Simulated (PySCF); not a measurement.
## A small calculation by hand: oscillator strength and radiative lifetime

BF2Cl, SMILES FB(F)Cl.

The structure is a stationary point at PBE-D3(BJ)/def2-TZVP.

TDA-PBE0/def2-SVPD (PySCF 2.14.0) puts the first singlet state with f over 0.02 at 8.73 eV (vertical), with the transition dipole (0.000, -0.465, 0.000) in atomic units.

Task: Find the oscillator strength, the wavelength and the radiative lifetime that this transition would have in vacuum if emission retraced absorption.

Result: 
|μ|² = 0.2162 au, so |μ| = 1.18 D. ΔE = 8.73/27.211 = 0.3208 hartree. f = (2/3) ΔE |μ|² = 0.046 (the program prints 0.046).
λ = 1239.84/8.73 = 142 nm; ν = 70412 cm⁻¹.
Einstein's coefficient A = 0.6670 ν² f s⁻¹ (ν in cm⁻¹) = 1.5e8 s⁻¹, so τ = 1/A = 6.5 ns. This state is S2; the lower singlet has f = 0.000. The figure is the radiative limit of this one transition; relaxation, internal conversion, crossing to triplets and a medium change what is measured.
